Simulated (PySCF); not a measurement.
Job for PySCF: R-BP86/LANL2DZ on CH4Cd (SMILES [CH3][CdH]), a point of a bond scan (R = 1.090 Å).

```python
from pyscf import gto, scf, dft, mp
from pyscf.data.elements import chemcore

mol = gto.M(
    atom='''
    Cd   -0.28068773   -0.15103297   -0.04141861
    H    -1.74994566   -0.94161398   -0.25822404
    C     1.58135131    0.85089642    0.23334606
    H     2.03123692    0.55928180    1.18282066
    H     1.43288682    1.93112443    0.23532541
    H     2.27072534    0.59541191   -0.57190501
    ''',
    basis='lanl2dz',
    ecp={'Cd': 'lanl2dz'},
    charge=0, spin=0, verbose=3, max_memory=1800)
mf = dft.RKS(mol, xc='b88,p86')
mf.conv_tol = 1e-8
mf.max_cycle = 100
mf.kernel()
if not mf.converged:
    mf = mf.newton().run(mf.mo_coeff, mf.mo_occ)
```

The log:

```
converged SCF energy = -88.8011971109785
```

Self-consistency was reached.

Cost: around 5 core-seconds (rough).
